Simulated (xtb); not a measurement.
C6H17OSi2 (SMILES [CH2][Si](C)(C)O[Si](C)(C)C), doublet, at a GFN2-xTB geometry. Base run: GFN2-xTB (xtb).

Here is a job for xtb.
```
$ xtb mol.xyz --gfn 2 --uhf 1 --json

# file mol.xyz
26

C     -2.11458283    -1.65463964    -1.31317324
Si    -1.58454491    -0.41557434    -0.05035988
C     -2.35044624     1.30782010    -0.36672228
C     -2.02640392    -0.95730004     1.72928231
O      0.04057231    -0.30171965    -0.15481260
Si     1.54819020     0.30189971    -0.02750395
C      1.68759632     1.83698840    -1.14719972
C      2.72536134    -1.07916526    -0.60089357
C      1.87142979     0.77151803     1.79093183
H     -1.41815710    -2.15387394    -1.96249618
H     -3.14318393    -1.93703912    -1.44896848
H     -3.43440078     1.26210299    -0.37034280
H     -2.04974238     2.01530279     0.40040904
H     -2.03119751     1.70372096    -1.32550065
H     -3.09640743    -1.09772684     1.84104873
H     -1.53978249    -1.89365799     1.98264387
H     -1.70959500    -0.21302709     2.45371451
H      1.44998486     1.59100926    -2.17782639
H      2.68903188     2.25522623    -1.13136209
H      1.00058860     2.61687079    -0.83246316
H      2.61453092    -1.96925377     0.01059600
H      3.76234982    -0.76454698    -0.54089029
H      2.52620168    -1.36347700    -1.62945489
H      1.19925638     1.55874901     2.11977506
H      2.88700470     1.12441626     1.93985390
H      1.72017869    -0.08092298     2.44650637
```

Each row names what was changed in the base input (with any setting that the change needs).

| change | ΔE vs base (mEh) | dipole (D) | SCF cycles |
|---|---|---|---|
| base | 0.000 | 0.48 | 13 |
| acc = 30 | 0.000 | 0.48 | 9 |
| alpb = cs2 | -13.429 | 0.47 | 14 |
| acc = 0.1 | 0.000 | 0.48 | 16 |
| file = coord | 0.000 | 0.48 | 13 |

ALPB and GBSA are two models with their own fitted parameters for each solvent, which aren't always the measured dielectric constant.
